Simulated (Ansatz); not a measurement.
CrCl2⁺. Total charge 1; quartet. Geometry PBE-D4/def2-TZVP; atoms count from 1.

Cartesian coordinates in Å:
```
Cr 0.609 0.070 -0.090
Cl -0.099 0.456 1.818
Cl -0.511 -0.526 -1.728
```

The relaxed charge 1 quartet is spin-contaminated (final ⟨S²⟩ up to 3.94, 3.75 for a pure state).

**Question.** Estimate the Mulliken populations from the PBE0/def2-TZVP orbitals of Ansatz.

**Answer.** 
| atom | charge (e) | spin (α − β) | d electrons |
| --- | --- | --- | --- |
| Cr1 | 1.17 | 3.48 | 4.27 |
| Cl2 | -0.08 | -0.24 | – |
| Cl3 | -0.08 | -0.24 | – |
Mulliken values depend strongly on the basis.

**Question.** Where does the spin sit?

**Answer.** Summed by element: Cr 3.48, Cl -0.48, of 3 unpaired in all. Largest on single atoms: Cr1 3.48, Cl2 -0.24, Cl3 -0.24.

**Question.** And the Mayer bond orders between heavy atoms (over 0.3)?

**Answer.** Cr1–Cl2 1.39 (2.07 Å); Cr1–Cl3 1.39 (2.07 Å).
